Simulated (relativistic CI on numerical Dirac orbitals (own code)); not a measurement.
# Au⁴⁺: 5p photoemission

Computed with this model: Dirac-Coulomb-Breit CI, KLI orbitals optimised for each configuration, model QED, valence Slater integrals scaled by 0.7, multiplet model of photoemission in the sudden approximation; configurations [Xe] 4f14 5d7 → [Kr] 4d10 4f14 5s2 5p5 5d7; 80 K; Lorentzian 1.5 eV and Gaussian 0.6 eV FWHM. Energies are those of the free ion, without screening or charge transfer. The energies are binding energies and can lie tens of eV above those of solids. S is read from ⟨S²⟩ = S(S + 1).

Field parameters in Wybourne normalisation: D4h B²₀ = −7Ds, B⁴₀ = 21(Dq − Dt), B⁴₄ = 21√(5/14) Dq. The field is a parameter set, without covalency.

free ion: ground-state S = 1.33, centroid 123.97 eV. Peaks (eV, height): 114.2 (100), 115.8 (96), 118.8 (35), 120.8 (39), 123.0 (31), 137.0 (72), 138.8 (60).

D4h, 10Dq = 44850, Ds = -1500, Dt = -230 cm⁻¹: ground-state S = 0.56, centroid 124.18 eV. Peaks (eV, height): 116.6 (100), 120.0 (29), 136.0 (53), 141.4 (7).

Strongest unbroadened transitions for free ion:

| Energy (eV) | Relative strength |
| --- | --- |
| 114.13 | 100.0 |
| 115.54 | 16.1 |
| 115.97 | 66.9 |
| 116.32 | 5.6 |
| 116.44 | 12.1 |
| 118.56 | 5.5 |
| 118.90 | 15.5 |
| 120.43 | 10.2 |
| 120.66 | 9.6 |
| 121.51 | 15.2 |
| 122.87 | 7.2 |
| 123.50 | 6.9 |
| 124.62 | 4.2 |
| 124.82 | 12.0 |
| 136.48 | 35.5 |
| 137.14 | 21.8 |
| 137.25 | 31.4 |
| 138.97 | 57.2 |
